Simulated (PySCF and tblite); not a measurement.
The numbers below are computed, except where a source is named.
System: C₆H₄O₄, numbered as in [O:1]=[CH:2][c:3]1[cH:4][c:5]([C:6](=[O:7])[OH:8])[cH:9][o:10]1.

For the rotation about the C5–C6 bond (torsion C4–C5–C6–O7 from 180° to 360°, rising): electronic barrier 7.90 kcal/mol, zero-point change -0.12 kcal/mol, thermal and entropy terms at 200 K a further 0.25 kcal/mol (symmetry numbers apart). The minimum is Cs, the saddle C1. Geometries: GFN2-xTB; energies: CAM-B3LYP/pcSseg-1 + D3(BJ); zero-point and thermal terms from GFN2-xTB harmonic modes (soft modes blended into free rotors). Rate constants are transition-state-theory values, counting equivalent paths, without tunnelling. (PySCF 2.14 with density fitting, tblite 0.8.)

Problem. How many equivalent paths lead out of the minimum?

Solution. 2: the symmetry number of the minimum is 1, that of the saddle displaced along its mode 1, and the displaced saddle is chiral while the minimum is not, which doubles the count.

Problem. Work out the rate at 200 K.

Solution. ΔG‡ = 8.03 kcal/mol; k_B T/h = 4.2×10¹² s⁻¹; exp(−ΔG‡/RT) = 1.7×10⁻⁹; times 2 gives k = 1.4×10⁴ s⁻¹. Wigner's tunnelling factor for the 59i cm⁻¹ mode would be 1.01.
